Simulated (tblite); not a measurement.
Compound: C₉H₁₂O.
Numbering: `[CH3:1][O:2][C:3]1=[CH:4][C:5]2([CH:6]=[CH:7]1)[CH2:8][CH2:9][CH2:10]2` (hydrogens: H11, H12, H13 on C1; H14 on C4; H15 on C6; H16 on C7; H17, H18 on C8; H19, H20 on C9; H21, H22 on C10)

Structure used (GFN2-xTB), in Å, numbered top down from 1:
```
atom  x, y, z in Å
C1     3.480   -0.093    0.167
O2     2.612    0.014    1.268
C3     1.288   -0.048    0.986
C4     0.639   -0.196   -0.181
C5    -0.835   -0.200    0.071
C6    -0.913   -0.032    1.553
C7     0.316    0.056    2.069
C8    -1.672    0.767   -0.806
C9    -2.248   -0.423   -1.582
C10   -1.624   -1.378   -0.558
H11    4.491   -0.025    0.565
H12    3.312    0.719   -0.548
H13    3.351   -1.051   -0.346
H14    1.051   -0.301   -1.167
H15   -1.846    0.007    2.083
H16    0.597    0.181    3.099
H17   -2.416    1.307   -0.226
H18   -1.086    1.478   -1.383
H19   -1.823   -0.528   -2.579
H20   -3.333   -0.456   -1.659
H21   -2.347   -1.804    0.134
H22   -1.004   -2.176   -0.961
```

Computed geometry: GFN2-xTB, gas phase.

Take the most abundant isotopes and a rigid rotor. The values belong to one conformer with, in the numbering `[CH3:1][O:2][C:3]1=[CH:4][C:5]2([CH:6]=[CH:7]1)[CH2:8][CH2:9][CH2:10]2`, C1–O2–C3–C4 0°.

(1) Give the principal moments of inertia and the rotational constants in GHz.

(2) Classify the top.

(3) Is it planar, by Δ = Ic − Ia − Ib?

(4) Give the other two planar moments, Paa and Pbb, and the rms extents of the mass along the axes.

(5) Where do the levels up to J = 3 lie, in K?

(6) Estimate the classical rotational partition function at 50 K, 200 K and 298.15 K.

Results:

(1) Ia = 169.62, Ib = 590.97, Ic = 677.85 u·Å²; 505379 MHz·u·Å²/I gives 2980, 855.2 and 745.6 MHz, that is A = 2.9795, B = 0.8552, C = 0.7456 GHz.

(2) A near-prolate asymmetric top. Ray's parameter κ = (2B − A − C)/(A − C) = -0.902; −1 is the prolate and +1 the oblate limit.

(3) Not planar: Δ = Ic − Ia − Ib = -82.74 u·Å². For a rigid frame Δ = −2 Σ m c², so Σ m c² = 41.37 u·Å² lies off the ab plane: 13.37 from hydrogen and 28.00 from heavier atoms. The atom farthest from that plane is 1.84 Å away.

(4) Paa = Σ m a² = (Ib + Ic − Ia)/2 = 549.60 and Pbb = Σ m b² = (Ia + Ic − Ib)/2 = 128.25 u·Å². With the mass M = 136.09 u, the rms extents √(P/M) along a, b and c are 2.01, 0.97, 0.55 Å.

(5) Above 0(0,0), as E/k:
J = 1: 1(0,1) 0.077, 1(1,1) 0.179, 1(1,0) 0.184
J = 2: 2(0,2) 0.230, 2(1,2) 0.327, 2(1,1) 0.343, 2(2,1) 0.649, 2(2,0) 0.649
J = 3: 3(0,3) 0.460, 3(1,3) 0.550, 3(1,2) 0.581, 3(2,2) 0.879, 3(2,1) 0.880, 3(3,1) 1.402, 3(3,0) 1.402
The levels of one J sum to (2J + 1)J(J + 1)(A + B + C)/3.

(6) Point group Cs, symmetry number σ = 1; q = (√π/σ)·√((kT/h)³/(ABC)), k/h = 20836.6 MHz/K: 43200 at 50 K, 346000 at 200 K, 630000 at 298.15 K.

Its GFN2-xTB frequencies are all real (lowest 50 cm⁻¹). Constants of a rigid frame at the computed geometry: no zero-point averaging, no centrifugal distortion.
